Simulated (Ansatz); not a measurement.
Zr3O6⁻, relaxed as a doublet with UKS PBE-D4/def2-SVP in Ansatz, starting from the GFN1-xTB geometry. Force threshold 0.03 eV/Å.

In the def2 sets Zr takes a core potential; there is no spin–orbit coupling. The structure holds 1 bond(s) between oxygen atoms. The relaxation made no stability test and no search for a lower SCF solution. No other spin state of charge -1 was run. Another isomer (doublet) lies 5.23 eV lower at PBE0-D4/def2-TZVPD; other spin states weren't run for this one.

Start:

| atom | x (Å) | y (Å) | z (Å) |
| --- | --- | --- | --- |
| Zr1 | 0.573 | 1.149 | -0.289 |
| Zr2 | 0.851 | -1.831 | 0.608 |
| Zr3 | -1.969 | -0.665 | -0.342 |
| O4 | 1.259 | -3.318 | 1.478 |
| O5 | -3.614 | -1.294 | -0.154 |
| O6 | 0.878 | 2.715 | 0.716 |
| O7 | 1.791 | -0.394 | -0.201 |
| O8 | -1.139 | 0.812 | -1.196 |
| O9 | 1.369 | 2.827 | -0.620 |

| step | energy (eV) | largest force component (eV/Å) | SCF passes |
| --- | --- | --- | --- |
| 1 | -16111.4618 | 3.445 | 31 |
| 2 | -16112.4938 | 1.256 | 40 |
| 3 | -16112.6391 | 0.698 | 39 |
| 4 | -16112.7652 | 0.447 | 39 |
| 5 | -16112.8269 | 0.543 | 42 |
| 6 | -16112.9394 | 0.288 | 39 |
| 7 | -16112.9987 | 0.250 | 34 |
| 8 | -16113.0373 | 0.259 | 33 |
| 9 | -16113.0592 | 0.139 | 35 |
| 10 (rejected) | -16113.0399 | 0.714 | 34 |
| 11 | -16113.0618 | 0.030 | 30 |
| 12 (rejected) | -16113.0615 | 0.088 | 31 |
| 13 | -16113.0620 | 0.009 | 31 |

Force components are those of the run's own axes.

End:

```xyz
9

Zr    0.601    1.082   -0.458
Zr    0.871   -2.224    0.135
Zr   -1.988   -1.042   -0.828
O     1.020   -2.567    1.874
O    -3.204   -0.825    0.452
O     0.721    2.497    0.927
O     1.768   -0.529   -0.382
O    -1.128    0.669   -1.354
O     1.339    2.940   -0.366
```

By distances, no bond broke or formed. The bond that changes most is Zr1–O9, from 1.89 to 2.00 Å (atoms count from 1).

No frequencies were taken in this run, so the end may be a saddle point.

It took 60 s on 4 threads of Intel Xeon Platinum 8259CL on a shared host.
